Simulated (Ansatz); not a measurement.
```yaml
crystal:
  periodic: [false, false, false]
  atoms:
    - {symbol: Se, position_ang: [-2.028037, 1.724722, 0.143157]}
    - {symbol: Se, position_ang: [-0.075870, 0.711610, 1.300089]}
    - {symbol: Se, position_ang: [2.263105, -1.162385, -0.724769]}
    - {symbol: Se, position_ang: [1.530824, 1.099688, -0.235616]}
    - {symbol: Se, position_ang: [1.191694, -2.494587, 0.599332]}
    - {symbol: Se, position_ang: [-2.881717, 0.120962, -1.082212]}
basis:
  gaussian: {orbitals: def2-SVP, initial_orbitals: start.molden}
total_charge: 1
magnetization: {spin_polarized: true, initial_magnetization: 1}
hamiltonian: {xc: {name: wB97M-V}}
scf: {omitted_lower_state_checks: [starts]}
output: {orbitals: {seedname: orbitals}}
```

The file start.molden holds the orbitals of an earlier run on this structure, at another level or in another basis.

```sh
$ ansatz run in.yaml --threads 4 --pin off --events-out ev --progress --plain --max-ram 4787MiB
```

(1) Does this run fit into the memory that it is given?

Answers

(1) No. It has 192 basis functions, and Ansatz plans for 6 GiB where 5 GiB are given.
